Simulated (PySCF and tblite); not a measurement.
The numbers below are computed, except where a source is named.
B₂BrH₈P₃, numbered as in [PH2:1][B@@H-:2]1[PH2+:3][B@H-:4]([Br:5])[PH2+:6]1.

Free energies: PBE0-D3(BJ)/pcSseg-1 on GFN2-xTB structures plus GFN2-xTB thermal terms, symmetry and mirror images included. Conformers within 2.5 kcal/mol (GFN2-xTB free energy) were kept, 4 at most. GIAO shieldings: PBE0/pcSseg-1. Shifts are against TMS (¹H), H3PO4 (³¹P), BF3·OEt2 (¹¹B) at the same level. (PySCF 2.14, tblite 0.8.)

Torsions listed: H1–P1–B2–P3. The 4-ring runs over atoms 2–3–4–6. Of a mirror pair one member is shown.

```tsv
conformer	shape	symmetry	E(GFN2) kcal/mol	E(DFT) kcal/mol
1	4-ring flat; 157°	C1 (pair)	0.25	0.00
2	4-ring puckered (ring torsions 21, -21, 21, -21°); -86°	Cs	0.00	0.40
```

Q: How much do the weights at 298.15 K and the averaged shift of P1 depend on how the conformers are weighted?

A: 
```csv
weighting,1 (%),2 (%),δ (ppm),rms dipole (D)
"DFT energy with thermal terms, symmetry and mirror images (full scheme)",78,22,-231.8,2.54
DFT energy with symmetry and mirror images,80,20,-231.2,2.56
bare DFT energy,66,34,-236.4,2.44
GFN2-xTB energy with symmetry and mirror images,57,43,-240.0,2.36
GFN2-xTB free energy,55,45,-240.8,2.34
leading conformer alone,100,0,-223.5,2.72
equal weights,50,50,-242.6,2.30
```

The largest departure from the full scheme, 10.8 ppm, comes with: equal weights.

Spin–orbit effects of the heavy atoms on shieldings are missing. GFN2-xTB leaves a saturated small ring flat here that puckers in reality.


Conformer gaps in pcSseg-1 on xTB geometries can be 2 kcal/mol off for S=O, P=O and other polar bonds.